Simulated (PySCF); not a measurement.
Molecule: CH₆O₂S₂Si, SMILES [Si](S)(S)(O)OC. Atoms near the plane z = 0.0 Å, at the PBE0/def2-SVP optimised geometry (x, y, z in Å): C1 (1.0, -1.2, -0.3), O2 (0.1, -0.2, 0.0), Si3 (-1.5, -0.2, 0.0), O4 (-2.0, 1.4, 0.0), H7 (0.9, -2.0, 0.5), H8 (2.0, -0.9, -0.3), H10 (-1.4, 2.0, 0.5).

Level of theory: PySCF with PBE0/def2-TZVP. Cells within 0.4 Å of a nucleus heavier than hydrogen are left out (blank, or x). The values are rescaled to run from 0 to 1.

```
|2222233333333333333333333333333|
|2222223333333333333333333333333|
|2222223333344433333333333333333|
|2222222334444443333333333333333|
|2222222334555444333333333333333|
|2221122345666544333333333333333|
|2211111347887654333333333333333|
|2111001489999754333333333333333|
|2110003999999754332222233333333|
|21100099x9999643322222233333333|
|21100299xx998643211222233333333|
|21110299xx999642111122233333333|
|2211139999999963200112233333333|
|2222359999999999941122333333333|
|2223479999999999996333343333333|
|233359999xxx999xx99655554433333|
|333459999xxx999xx99999986443333|
|3334589999999999999999998544333|
|3334579999999999999999999544333|
|333445899999999999xx99997544333|
|333445679999988999x999975443333|
|3334445567777669999999654443333|
|3333444455555556999997544433333|
|3333444444444445699975444333333|
|3333344444333344566654443333333|
|3333344443333334444444433333333|
|3333333333333333344444333333333|
|3333333333333333333333333333333|
|3333333333333333333333333333333|
|3333333333333333333333333333333|
|3333333333333333333333333333333|
```
Scale: ten equal steps from 0.000 (start of '0') to 1.00 (end of '9'), in the order '0123456789'; x runs from -4.50 to 4.50, y from -4.50 (bottom) to 4.50 (top).

Task: Which quantity is mapped?
A. an orbital amplitude
B. Laplacian of the electron density
C. electrostatic potential
D. log10 of the electron density

Result: C, electrostatic potential. In full: electrostatic potential (hartree/e), clipped to [-0.08, 0.12].
